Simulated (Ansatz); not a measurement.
`BCN(B)C` and `B[N](C)[GeH3]` differ in one atom or group.

Ansatz, PBE0-D4/def2-TZVP geometries, multiplicity 1. Each molecule was computed in one conformer, which needn't be the lowest.

Scalar relativity is left out up to krypton.

```json
{"property": "size of the dipole moment (ωB97M-V/def2-TZVPP) / D", "`BCN(B)C`": "2.15"}
{"property": "HOMO–LUMO gap (B3LYP/def2-TZVPP) / eV", "`BCN(B)C`": "5.71"}
{"property": "HOMO energy (PBE/def2-TZVPP) / eV", "`BCN(B)C`": "-6.31"}
{"property": "HOMO–LUMO gap (PBE0/def2-TZVPP) / eV", "`BCN(B)C`": "6.16"}
{"property": "LUMO energy (B3LYP/def2-TZVPP) / eV", "`BCN(B)C`": "-1.58"}
{"property": "HOMO energy (PBE0/def2-TZVPP) / eV", "`BCN(B)C`": "-7.51"}
```

Q: What does the change do to each property? (Best estimate.)

A: The calculation gave: 
```csv
property,`B[N](C)[GeH3]`,shift
size of the dipole moment (ωB97M-V/def2-TZVPP) / D,1.72,-0.43
HOMO–LUMO gap (B3LYP/def2-TZVPP) / eV,7.41,1.70
HOMO energy (PBE/def2-TZVPP) / eV,-6.59,-0.28
HOMO–LUMO gap (PBE0/def2-TZVPP) / eV,7.87,1.71
LUMO energy (B3LYP/def2-TZVPP) / eV,-0.17,1.41
HOMO energy (PBE0/def2-TZVPP) / eV,-7.81,-0.30
```

With PBE0 the HOMO falls by 0.30 eV and the LUMO rises by 1.42 eV, so the gap widens by about 1.72 eV. PBE moves the HOMO by -0.28 eV and ωB97M-V by -0.29 eV. Dipoles are sizes alone; their direction can turn.

B3LYP here is the variant with VWN-RPA as its local correlation; programs differ in this.
